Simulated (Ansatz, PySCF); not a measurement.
The pair A = HF (SMILES F) (first 2 atoms), B = H2 (SMILES [H][H]); geometry from B3LYP-D3(BJ)/def2-TZVP.
(charge 0, multiplicity 1):
```xyz
4

F      0.069     0.092    -0.127
H      0.109     0.082     0.799
H      0.568     0.080     2.718
H     -0.177     0.042     2.750
```

Correlated levels freeze the cores. Rows in 6-31G* carry no dispersion term and start afresh at each structure (6-31G* with six Cartesian d functions). MP2/6-31G* freezes PySCF's default core.

The values were computed with Ansatz (Gaussian orbitals); PySCF for 6-31G* rows. Values without a source in brackets are computed.

Total energies (hartree), monomers frozen at their geometry in the pair:

```tsv
structure	HF/aug-cc-pVTZ	MP2/6-31G*	CCSD(T)/aug-cc-pVQZ
AB	-101.1939763	-101.3257192	-101.5529640
A in the pair's basis	-100.0605972	-100.1825555	-100.3774337
B in the pair's basis	-1.1329710	-1.1442627	-1.1738690
A	-100.0605530	-100.1821129	-100.3772982
B	-1.1329575	-1.1440878	-1.1738553
```

Problem. Work out the interaction energy without and with the counterpoise correction, and the superposition error, for each level.

Solution. 
E(AB) − E(A) − E(B), times 627.509 kcal/mol, with the monomers in their own basis and then in the pair's basis:
- HF/aug-cc-pVTZ: -0.29 uncorrected, -0.26 corrected; the monomers gain 0.04 kcal/mol from borrowed functions
- MP2/6-31G*: 0.30 uncorrected, 0.69 corrected; the monomers gain 0.39 kcal/mol from borrowed functions
- CCSD(T)/aug-cc-pVQZ: -1.14 uncorrected, -1.04 corrected; the monomers gain 0.09 kcal/mol from borrowed functions

Ansatz is a first-principles code.
